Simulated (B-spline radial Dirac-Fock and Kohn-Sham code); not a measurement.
Method: relativistic Hartree-Fock (Dirac-Fock) wave functions, averaged over the configuration. Computed with a radial atomic solver.

**Question.** This computed X-ray form factor belongs to an atom or ion in its tabulated ground configuration. Which?

| sin θ/λ (Å⁻¹) | f₀ |
| --- | --- |
| 0.06 | 17.601 |
| 0.13 | 16.273 |
| 0.18 | 14.970 |
| 0.22 | 13.850 |
| 0.56 | 7.697 |
| 0.67 | 6.937 |
| 0.97 | 5.362 |
| 1.7 | 2.470 |
| 2.05 | 1.842 |

**Answer.** Ca²⁺, with 18 electrons in [Ne] 3s2 3p6. f₀ tends to the number of electrons as s goes to zero, which the first rows give only roughly, and the rate of fall reflects the nuclear charge, 20.

**Question.** This computed X-ray form factor belongs to an atom or ion in its tabulated ground configuration. Which?

```
sin θ/λ (Å⁻¹)      f₀
          0.2  35.418
         0.23  34.013
         0.44  25.134
          0.6  20.849
          0.7  18.934
         1.12  12.847
         1.32  10.536
         1.54   8.581
         2.11   5.951
```

**Answer.** Rh⁴⁺, with 41 electrons in [Kr] 4d5. f₀ tends to the number of electrons as s goes to zero, which the first rows give only roughly, and the rate of fall reflects the nuclear charge, 45.

**Question.** This computed X-ray form factor belongs to an atom or ion in its tabulated ground configuration. Which?

```
sin θ/λ (Å⁻¹)      f₀
         0.09  55.542
         0.13  55.052
         0.16  54.574
         0.35  49.676
         0.52  43.501
         0.77  33.976
            3   9.131
         3.64   6.879
         4.43   5.379
```

**Answer.** Os²⁰⁺, with 56 electrons in [Kr] 4d10 4f10. f₀ tends to the number of electrons as s goes to zero, which the first rows give only roughly, and the rate of fall reflects the nuclear charge, 76.

**Question.** This computed X-ray form factor belongs to an atom or ion in its tabulated ground configuration. Which?

| sin θ/λ (Å⁻¹) | f₀ |
| --- | --- |
| 0.05 | 22.967 |
| 0.1 | 22.868 |
| 0.25 | 22.193 |
| 0.35 | 21.457 |
| 0.4 | 21.016 |
| 0.5 | 20.010 |
| 0.6 | 18.878 |
| 0.7 | 17.665 |
| 1.6 | 8.513 |

**Answer.** Ag²⁴⁺, with 23 electrons in [Ar] 3d5. f₀ tends to the number of electrons as s goes to zero, which the first rows give only roughly, and the rate of fall reflects the nuclear charge, 47.
